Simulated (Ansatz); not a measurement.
Consider the redistribution: `S[B]1[O][AlH]1` + `BO[SiH2]C` → `C[B]1[O][AlH]1` + `BO[SiH2]S`.

Gas-phase electronic energies from Ansatz, PBE0-D4/def2-TZVP geometries. CCSD(T)/CBS is the MP2 limit (def2-TZVPP, def2-QZVPP) plus CCSD(T) − MP2 in def2-TZVPP, frozen cores. Functionals use def2-TZVPP. B3LYP here is the variant with VWN-RPA as its local correlation; programs differ in this. HSE06 is defined as in plane-wave codes. One conformer a species, not always the lowest.

`S[B]1[O][AlH]1`:

Cartesian coordinates in Å:
```
S 1.427 -1.082 1.340
B 0.396 -0.167 0.192
O 0.732 0.591 -0.865
Al -1.057 0.690 -0.842
H 0.400 -1.551 2.065
H -1.898 1.519 -1.890
```

`BO[SiH2]C`:

Z-matrix (Å, degrees):
```
Si
O 1 1.663
C 1 1.855 2 108.8
H 1 1.485 2 106.8 3 120.0
H 1 1.488 2 109.0 3 -121.7
B 2 1.345 1 132.5 3 120.3
H 3 1.092 1 111.0 2 -62.7
H 3 1.093 1 110.3 2 177.5
H 3 1.092 1 110.8 2 57.8
H 6 1.205 2 120.2 1 0.2
H 6 1.200 2 118.1 1 -179.7
```

`C[B]1[O][AlH]1`:

```xyz
8

C     0.207   -0.422   -1.346
B     0.003    0.042    0.117
O     0.785    0.561    1.061
Al   -0.820    0.471    1.904
H     1.243   -0.287   -1.671
H    -0.452    0.135   -2.017
H    -0.064   -1.477   -1.452
H    -0.903    0.977    3.405
```

`BO[SiH2]S`:

Z-matrix (Å, degrees):
```
Si
O 1 1.655
S 1 2.122 2 112.0
H 1 1.478 2 105.8 3 120.8
H 1 1.481 2 110.3 3 -117.0
B 2 1.349 1 131.3 3 98.3
H 3 1.344 1 94.4 2 70.8
H 6 1.203 2 120.0 1 2.8
H 6 1.198 2 118.0 1 -177.7
```

```
             level  ΔE (kcal/mol)  difference from CCSD(T)/CBS
       LDA (SPW92)            1.1                          0.6
            PBE-D4            0.8                          0.3
         revPBE-D4            0.9                          0.4
           BLYP-D4            0.8                          0.3
         r2SCAN-D4            1.1                          0.6
            B97M-V            0.7                          0.2
          B3LYP-D4            0.6                          0.1
        r2SCANh-D4            1.0                          0.5
          HSE06-D4            0.6                          0.1
          BHLYP-D4            0.4                         -0.1
           ωB97X-V            0.9                          0.4
          PBE-QIDH            1.0                          0.5
               PBE            0.7                          0.2
            revPBE            0.7                          0.2
              BLYP            0.7                          0.2
            r2SCAN            1.1                          0.6
              PBE0            0.6                          0.1
             B3LYP            0.6                          0.1
           r2SCANh            1.0                          0.5
           r2SCAN0            0.9                          0.4
             HSE06            0.6                          0.1
             BHLYP            0.5                          0.0
         CAM-B3LYP            0.9                          0.4
           LC-ωPBE            1.3                          0.8
RPA@PBE/def2-TZVPP            1.3                          0.8
       HF/def2-SVP            0.4                         -0.1
      MP2/def2-SVP            2.6                          2.1
     CCSD/def2-SVP            1.8                          1.3
  CCSD(T)/def2-SVP            2.1                          1.6
     HF/def2-TZVPP           -0.1                         -0.6
    MP2/def2-TZVPP            1.6                          1.1
SCS-MP2/def2-TZVPP            1.4                          0.9
   CCSD/def2-TZVPP            0.8                          0.3
CCSD(T)/def2-TZVPP            1.0                          0.5
     HF/def2-QZVPP           -0.2                         -0.7
    MP2/def2-QZVPP            1.3                          0.8
SCS-MP2/def2-QZVPP            1.1                          0.6
      HF/CBS(def2)           -0.2                         -0.7
     MP2/CBS(def2)            1.1                          0.6
    CCSD/CBS(def2)            0.3                         -0.2
       CCSD(T)/CBS            0.5                            0
```

Largest T1 diagnostic among the species: 0.016.

In def2-TZVPP, CCSD(T) changes the Hartree–Fock value by +1.1 kcal/mol (the triples alone add +0.2 kcal/mol) and MP2 by +1.7 kcal/mol. Leaving LDA and LC-ωPBE aside and taking each functional with its dispersion term where it has one, the values spread over 0.6 kcal/mol, from BHLYP-D4 to r2SCAN-D4.
